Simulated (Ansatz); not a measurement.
```yaml
crystal:
  periodic: [false, false, false]
  atoms:
    - {symbol: Ge, position_ang: [-0.516629, -0.612759, -0.545439]}
    - {symbol: Sb, position_ang: [0.721114, 1.568760, 0.213320]}
    - {symbol: H, position_ang: [-0.380149, -1.752489, 0.475851]}
    - {symbol: H, position_ang: [-2.008345, -0.294784, -0.744829]}
    - {symbol: H, position_ang: [0.066642, -1.073987, -1.891943]}
    - {symbol: H, position_ang: [0.074561, 1.427613, 1.788498]}
    - {symbol: H, position_ang: [2.104007, 0.669648, 0.658642]}
basis:
  gaussian: {orbitals: x2c-TZVPPall, final_grid: {core_spheres: 20, valence_spheres: 16, degree: 47}, nuclear_model: gaussian}
hamiltonian: {xc: {name: wB97X-D}}
correlation: {electrons: outside_noble_gas}
output: {forces: true}
```

```sh
$ ansatz run in.yaml --threads 2 --pin off --events-out ev --progress --plain --max-ram 4352MiB
```

Output, abridged:

```
Error: YAML parse error: error: line 13 column 19: hamiltonian.xc: no functional is named "wB97X-D"; the names, which are not case-sensitive, are SVWN5, SPW92, PBE, PBE0, PBEsol, revPBE, revPBE0, RPBE, rPW86-PBE, HSE06, wPBEh, LC-wPBE, HISS, HF, BLYP, B3LYP, B3LYP5, BHLYP, CAM-B3LYP, r2SCAN, r2SCANh, r2SCAN0, r2SCAN50, m-r2SCAN, B97, wB97, wB97X, wB97X-V, B97M-V, wB97M-V, B2PLYP, B2GP-PLYP, PBE0-DH, PBE-QIDH
11 | basis:
12 |   gaussian: {orbitals: x2c-TZVPPall, final_grid: {core_spheres: 20, valence_spheres…
13 | hamiltonian: {xc: {name: wB97X-D}}
14 | correlation: {electrons: outside_noble_gas}
15 | output: {forces: true}
```

Task: Something in this input is off. What?

Result: The method's name isn't one that the program takes here. The input was rejected before any iteration.

HSE06 is defined as in plane-wave codes.
